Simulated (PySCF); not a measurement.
# What a mistake does to a calculation on FH4N2Si cation

Calculated results; nothing here was measured. They come from PySCF 2.14.0, an open-source quantum chemistry program, on an isolated molecule that a program drew, which may never have been made. The molecule is FH4N2Si cation (charge +1, singlet), drawn as the SMILES string `N[Si+](N)F`.

Each row is a Hartree-Fock (HF) and frozen-core CCSD(T) single point in the cc-pV(D+d)Z basis, meant for a local HF minimum. Run 1 is clean. Each other run has one planted mistake out of seven kinds, and not every kind appears here: one electron removed, one electron added, multiplicity raised by two, geometry at a saddle point, minimal basis STO-3G, one bond length entered in bohr, all coordinates scaled. The reference is restricted for singlets and unrestricted otherwise, and also for a bond in bohr. Adding or removing an electron swaps singlet and doublet. Electrons count all cores. HOMO and LUMO are orbital energies over both spins, the gradient is its largest component, and the lowest frequency (negative if imaginary) is given only where the gradient is small. Bond lengths are over the 7 bonds as drawn. T1 is the CCSD diagnostic: over 0.02 (restricted) or 0.045 (unrestricted) a single reference is doubtful.

Geometry of the clean run:
```xyz
8
FH4N2Si cation, angstrom
N    -0.9495   -1.3959    2.1436
Si   -1.6125    0.0835    2.1072
N    -2.1000    0.9624    3.3797
F    -1.8005    0.7272    0.7043
H    -0.6708   -1.8811    1.3063
H    -0.7727   -1.9236    2.9812
H    -2.0363    0.6662    4.3386
H    -2.5043    1.8790    3.2766
```

| run | electrons | basis functions | <S^2> | HOMO (eV) | LUMO (eV) | gradient (hartree/bohr) | lowest frequency (cm^-1) | mean bond (Å) | longest bond (Å) | T1 | HF (hartree) | CCSD(T) (hartree) | mistake |
|---|---|---|---|---|---|---|---|---|---|---|---|---|---|
| 1 | 40 | 85 | 0.000 | -17.87 | -2.27 | 3.6e-05 | 272 | 1.2605 | 1.622 | 0.0123 | -499.48507 | -500.12849 | no fault |
| 2 | 40 | 28 | 0.000 | -15.73 | 0.64 | 1.8e-02 | - | 1.2605 | 1.622 | 0.0175 | -493.33116 | -493.52328 | minimal basis STO-3G |
| 3 | 40 | 85 | 0.640 | -17.43 | -4.95 | 3.9e-02 | - | 1.3883 | 1.900 | 0.0601 | -499.32556 | -499.97496 | one bond length entered in bohr |
| 4 | 40 | 85 | 0.000 | -17.40 | -3.11 | 6.5e-02 | - | 1.3450 | 1.730 | 0.0154 | -499.44585 | -500.10785 | ? |

**Which mistake was planted in run 4, and what did it cost?**

The mean and the longest bond both change by the same factor, 1.067, and the gradient is no longer small. So the mistake is: all coordinates scaled. Subtracting run 1 and multiplying by 627.51 kcal/mol a hartree, the energy moved by 24.6 kcal/mol in HF and 13.0 kcal/mol in CCSD(T).

Cautions from the logs. Run 3: T1 is over the limit, so its CCSD(T) energy is less reliable.
